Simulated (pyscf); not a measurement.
•HN–Sn(NH₂)(NH₂)–NH₂, doublet

Gas-phase minimum from PySCF at ωB97X-D3(BJ)/def2-SVP, one conformer. Other isomers of •HN–Sn(NH₂)(NH₂)–NH₂ were not searched in full and may lie lower. 

```
Sn
N 1 2.0226
H 2 1.0175 1 115.25
H 2 1.0180 3 108.74 1 -129.08
N 1 2.0270 2 113.88 3 81.13
H 5 1.0184 1 113.94 2 36.42
H 5 1.0188 6 107.75 1 125.94
N 1 2.0303 2 112.21 3 -36.16
H 8 1.0185 1 113.73 2 -58.82
H 8 1.0188 9 107.63 1 127.00
N 1 2.0757 2 102.78 3 -158.04
H 11 1.0339 1 107.62 2 -135.85
```
Charge 0, spin multiplicity 2.

Properties at ωB97X-D3(BJ)/def2-SVP:

```json
{
  "harmonic_wavenumbers_unscaled": "98, 126, 134, 145, 157, 167, 171, 181, 228, 490, 536, 542, 580, 630, 638, 644, 789, 821, 849, 860, 1542, 1548, 1554, 3446, 3568, 3568, 3577, 3662, 3663, 3676 cm⁻¹",
  "zero_point_energy": "55.2 kcal/mol",
  "rotational_symmetry_number": "1",
  "Entropy of this conformer at 298 K and 1 atm, rigid rotor and harmonic oscillator, modes under 100 cm⁻¹ raised to 100": "410.4 J/(mol K)",
  "dipole_moment": "1.24 D",
  "Spin expectation value S2": "0.754"
}
```

Single-point totals, which compare only within one level:

```csv
level,total energy (hartree)
ωB97X-D3(BJ)/def2-TZVP,-437.73143
PBE/def2-TZVP,-437.30504
r²SCAN/def2-TZVP,-437.53688
B3LYP-D3(BJ)/def2-TZVP,-437.66807
PBE0-D3(BJ)/def2-TZVP,-437.33189
M06-2X/def2-TZVP,-437.41749
ωB97M-D3(BJ)/def2-TZVP,-437.66905
```

Soft torsions are taken as harmonic, which can shift the entropy by several J/(mol K). Elements past Kr carry the def2 core potentials, without spin-orbit coupling.
